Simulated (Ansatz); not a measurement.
One change: `CO[SiH2]N[SiH2]F` becomes `B[SiH2]N[SiH2]F`.

Ansatz, PBE0-D4/def2-TZVP geometries, multiplicity 1. Each molecule was computed in one conformer, which needn't be the lowest.

```
                                      property  `CO[SiH2]N[SiH2]F`
         HOMO energy (ωB97M-V/def2-TZVPP) / eV              -10.55
       HOMO–LUMO gap (ωB97M-V/def2-TZVPP) / eV               12.49
            HOMO energy (PBE0/def2-TZVPP) / eV               -8.19
           HOMO–LUMO gap (PBE/def2-TZVPP) / eV                6.22
size of the dipole moment (PBE/def2-TZVPP) / D                2.15
         LUMO energy (ωB97M-V/def2-TZVPP) / eV                1.95
```

Task: What does the change do to each property? (Best estimate.)

Result: Ansatz gave: 
```tsv
property	`B[SiH2]N[SiH2]F`	shift
HOMO energy (ωB97M-V/def2-TZVPP) / eV	-10.03	0.52
HOMO–LUMO gap (ωB97M-V/def2-TZVPP) / eV	10.70	-1.79
HOMO energy (PBE0/def2-TZVPP) / eV	-7.76	0.43
HOMO–LUMO gap (PBE/def2-TZVPP) / eV	4.20	-2.02
size of the dipole moment (PBE/def2-TZVPP) / D	2.45	0.30
LUMO energy (ωB97M-V/def2-TZVPP) / eV	0.67	-1.28
```

With PBE0 the HOMO rises by 0.43 eV and the LUMO falls by 1.61 eV, so the gap narrows by about 2.04 eV. PBE moves the HOMO by 0.24 eV and ωB97M-V by 0.52 eV. Dipoles are sizes alone; their direction can turn.
